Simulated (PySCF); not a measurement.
Simulated F 1s region for CF3CHF2, `FC(F)C(F)(F)F`, binding energy against the vacuum level.

Every computed line was given a Gaussian of 0.7 eV full width at half maximum and an area set by the number of equivalent atoms; the highest printed point is 100. Method used: PySCF 2.14.0, delta-SCF UKS SCAN, pcX-2 on the ionised atom, pcseg-1 elsewhere, spin-free X2C.

binding energy (eV), intensity and a bar:
```
    693.5          0 
    693.6          1 
    693.7          2 #
    693.8          4 #
    693.9          9 ###
    694.0         16 #####
    694.1         27 ########
    694.2         41 ############
    694.3         56 #################
    694.4         72 ######################
    694.5         86 ##########################
    694.6         96 #############################
    694.7        100 ##############################
    694.8         98 #############################
    694.9         88 ##########################
    695.0         73 ######################
    695.1         56 #################
    695.2         38 ###########
    695.3         24 #######
    695.4         13 ####
    695.5          7 ##
    695.6          3 #
    695.7          1 
    695.8          0
```

Q: Count the maxima, the lines and the sites behind this envelope.

A: The curve has 1 maximum (at 694.7 eV). Under it lie 2 lines from 2 inequivalent fluorine sites. At this width some lines have no maximum of their own.

Q: Decompose the envelope and assign each component. Numbering: `[F:1][CH:2]([F:3])[C:4]([F:5])([F:6])[F:7]`.

A: 
| position (eV) | relative area | line | atoms | environment |
| --- | --- | --- | --- | --- |
| 694.46 | 2 | F 1s | F1/F3 | fluorine of a CF2 group |
| 694.85 | 3 | F 1s | F5/F6/F7 | fluorine of a CF3 group |

Q: What are the centre and the root-mean-square width of the whole band?

A: The area-weighted mean of the lines is 694.69 eV. Their own spread about it is 0.19 eV (rms) and each Gaussian has σ = 0.7/2.355 = 0.30 eV; the variances add, which gives 0.35 eV.

Lowest listed F 1s: F1/F3, bonded to C. Highest, 0.39 eV above it: F5/F6/F7, bonded to C. Summing the Pauling electronegativity differences to the bonded atoms, each weighted by its formal bond order, gives -1.43 for the lowest site and -1.43 for the highest; the sum is the same at every site.

The curve has no shake-up lines and no vibrational structure. Topologically equivalent atoms share the value of their first member; where this conformer doesn't relate them by symmetry, their own values could differ. Isolated species at its GFN2-xTB geometry, gas phase.

Shape of the structure used: `[F:1][CH:2]([F:3])[C:4]([F:5])([F:6])[F:7]`: F1–C2–C4–F5 59°.
